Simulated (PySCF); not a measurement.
Species: C3H11Si2 (doublet state).
Structure used (GFN2-xTB), in Å, numbered top down from 1:
```
atom  x, y, z in Å
C1    -2.267   -0.106    0.386
C2    -0.930    0.065   -0.228
C3     0.307    0.035    0.547
Si4    1.271   -1.558    0.090
Si5    1.268    1.656    0.210
H6    -3.035    0.417   -0.185
H7    -2.559   -1.165    0.422
H8    -2.275    0.266    1.411
H9    -0.865    0.096   -1.303
H10    0.070   -0.006    1.614
H11    1.587   -1.532   -1.338
H12    0.409   -2.703    0.392
H13    2.508   -1.658    0.867
H14    2.535    1.662    0.945
H15    1.536    1.764   -1.224
H16    0.435    2.776    0.651
```

The hyperfine couplings belong to this conformer and change with its torsions.

As a line formula: `C[CH]C([SiH3])[SiH3]` [radical].

Computed, not measured: UKS B3LYP, pcH-1 on C H Si, non-relativistic, mean-field spin-orbit, GIAO (PySCF). Isolated species at its GFN2-xTB geometry (one conformer only). Couplings are sensitive to structure, and on GFN2-xTB geometries they can be far from those on DFT ones. The SCF solution wasn't tested for stability.

(1) The isotropic 13C couplings are +86.5, -31.9, -25.5 MHz. Assign them to C1; C2; C3.

(2) The isotropic 1H couplings, averaged over equivalent nuclei, are +71.3, -58.7, +7.4, +0.7 MHz. Assign them to H6/H7/H8; H9; H10; H11 (×6).

Results:

(1) 
```json
{"site": "C1", "a_iso (MHz)": "-31.9", "ρ(0) (bohr⁻³)": "-0.0284", "position": "1 bond from C2", "distance from C2 (Å)": "1.48", "spin population": "-0.08", "largest |T| (MHz)": "2.1"}
{"site": "C2", "a_iso (MHz)": "+86.5", "ρ(0) (bohr⁻³)": "+0.0770", "position": "largest spin population", "distance from C2 (Å)": "0.00", "spin population": "+0.95", "largest |T| (MHz)": "150.6"}
{"site": "C3", "a_iso (MHz)": "-25.5", "ρ(0) (bohr⁻³)": "-0.0227", "position": "1 bond from C2", "distance from C2 (Å)": "1.46", "spin population": "-0.05", "largest |T| (MHz)": "5.1"}
```

(2) 
```tsv
site	a_iso (MHz)	ρ(0) (bohr⁻³)	position	distance from C2 (Å)	bound to	spin population there	largest |T| (MHz)
H6/H7/H8	+71.3	+0.0160	β, 2 bonds from C2	2.14	C1	-0.08	8.3
H9	-58.7	-0.0131	α, 1 bond from C2	1.08	C2	+0.95	36.2
H10	+0.7	+0.0002	β, 2 bonds from C2	2.10	C3	-0.05	6.8
H11 (×6)	+7.4	+0.0017	γ, 3 bonds from C2	3.44	Si4/Si5	+0.05	3.9
```

ρ(0) is the spin density at the nucleus and T the dipolar tensor; a_iso includes a spin–orbit part; entries for several nuclei are means. The largest Mulliken spin populations are on C2 (+0.95) and C1 (-0.08). No atom but C2 exceeds +0.15. The positive populations add up to 1.18 and the negative ones to -0.18, together 2S = 1. The angles at C2 add up to 359.6°, so it is planar; its axial dipolar tensor and the negative coupling of its proton fit spin in a p orbital normal to that plane.

Examples of negative spin density at the nucleus (bohr⁻³): C1 (-0.0284), C3 (-0.0227) and H9 (-0.0131).

Means are taken over nuclei equivalent by connectivity, which assumes that they swap fast. The three 1H nuclei of mean +71.3 MHz run from 30.6 to 142.3 MHz in the frozen geometry. The six 1H nuclei of mean +7.4 MHz run from -3.4 to 29.7 MHz in the frozen geometry.

The run took 61 s of wall time (grids of density and orbitals included) on an Arm Neoverse V2 with one thread, no GPU, shared host with 32 logical CPUs at a one-minute load of 24, and the process peaked at 0.98 GiB of memory.
